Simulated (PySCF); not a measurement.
Computed properties of C4H5Br, SMILES CC=C=CBr

C4H5Br, SMILES CC=C=CBr. The structure is a stationary point at PBE0-D3(BJ)/def2-SVP. Other conformers were not sampled. All values are computed for the isolated molecule unless a solvent is named; none is compared with measurement here.

**Structure.** All 24 harmonic modes at PBE0-D3(BJ)/def2-SVP (PySCF) are real, so it is a minimum. With heavy atoms numbered as in [CH3:1][CH:2]=[C:3]=[CH:4][Br:5], the shortest bond between them is C3–C4 at 1.304 Å and the longest C4–Br5 at 1.896 Å.

**Vibrations.** The strongest infrared lines (harmonic, unscaled, degenerate partners summed) lie at 690 cm⁻¹ (50 km/mol, C 77 %, H 18 %), 1220 cm⁻¹ (43 km/mol, H 80 %, C 20 %), 903 cm⁻¹ (27 km/mol, C 54 %, H 46 %). The softest mode is at 101 cm⁻¹ and the zero-point energy is 47.1 kcal/mol.

**Electronic structure.** HF/def2-TZVP (PySCF) places the frontier levels at -9.67 and 3.05 eV, a gap of 12.72 eV, and gives a dipole moment of 2.43 D and a mean polarisability of 71.4 bohr³. PBE/def2-TZVP (PySCF) at the same geometry gives -5.97 and -1.78 eV, so its gap is 8.53 eV narrower. An orbital gap is neither the optical nor the fundamental gap.

**Excitations.** TDA-PBE0/def2-SVPD (PySCF) has S1 at 4.67 eV (265 nm, f = 0.000, dark); the most intense of the 10 singlets computed lies at 6.85 eV (f = 0.63). T1 (TDA) is at 4.06 eV, 0.61 eV under S1. TDA-PBE/def2-SVPD (PySCF) puts S1 at 4.34 eV. No vertical singlet excitation falls in the visible range (under 3.1 eV).

**NMR.** GIAO shifts at PBE0/pcSseg-1 (PySCF) (non-relativistic, atoms alike by connectivity averaged): ¹³C from 19.6 to 221.4 ppm against TMS; ¹H from 2.1 to 6.3 ppm against TMS. Without spin–orbit terms, shifts of atoms bonded to Cl or Br come out too high.

**Solvation.** SMD-ωB97X/6-31G* (PySCF) gives -1.1 kcal/mol in water, -6.1 kcal/mol in dichloromethane, -5.1 kcal/mol in 2-propanol (1 M in both phases, gas-phase geometry); of these solvents dichloromethane holds the molecule best.
